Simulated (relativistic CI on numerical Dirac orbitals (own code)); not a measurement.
## What each ingredient does to the levels of Sm XXII

Base calculation: Dirac-Coulomb-Breit CI, KLI orbitals optimised for each configuration, a model potential for QED, unscaled Slater integrals.

Configurations in the expansion (outside the closed core [Ar] 3d10): 4s2.4p6.4d5, 4s2.4p5.4d6, 4s2.4p6.4d4.4f, 4s.4p6.4d5.4f, 4p6.4d7, 4p5.4d8, 4s2.4p6.4d3.5s2, 4s2.4p6.4d2.4f.5s2, 4s.4p6.4d3.4f.5s2. Double excitations out of closed p, d and f shells are left out; levels of such configurations are missing from the list, as are those of other unlisted configurations, and high levels can miss mixing partners.

The lowest level and the first level of each name with at least 55 % of one term (blank where a level has no safe partner in the second run):

| Level | Base (cm⁻¹) | Shift (cm⁻¹) |
| --- | --- | --- |
| 4s2.4p6.4d5 6S_5/2 | 0 | 0 |
| 4s2.4p6.4d5 4G_11/2 | 71661 | -26 |
| 4s2.4p6.4d5 4G_9/2 | 77782 | -39 |
| 4s2.4p6.4d5 4P_1/2 | 84199 | +205 |
| 4s2.4p6.4d5 2I_11/2 | 112366 | -152 |
| 4s2.4p6.4d5 4D_1/2 | 118320 | -50 |
| 4s2.4p6.4d5 2I_13/2 | 124594 | -202 |
| 4s2.4p6.4d5 2G_7/2 | 150408 | -169 |
| 4s2.4p6.4d5 2S_1/2 | 170697 | +2 |
| 4s2.4p6.4d5 2H_11/2 | 182949 | +240 |
| 4s2.4p6.4d5 2P_3/2 | 231782 | +599 |
| 4s2.4p6.4d5 2P_1/2 | 255576 | +373 |
| 4s2.4p5.4d6 6F°_11/2 | 918593 | +10287 |
| 4s2.4p5.4d6 6D°_9/2 | 949814 | +7646 |

At this charge energies of transitions that change n are usually good to better than 1 %, and those within a shell (Δn = 0) to a few per cent. Terms inside the open d or f shell come out 10 to 20 % too wide with unscaled integrals.

Problem. One thing was changed in a second run, which moved the levels as shown. Which?
A. QED terms removed
B. one mean potential for all configurations
C. Breit term removed
D. configuration mixing switched off

Solution. D. Configuration mixing switched off. Without mixing, levels that were pushed by configurations of the same parity and J return to their single-configuration places.

LS names give the leading component of a level, which can be under half, so a name can repeat, a term be missing and a line seem to break the LS rules.
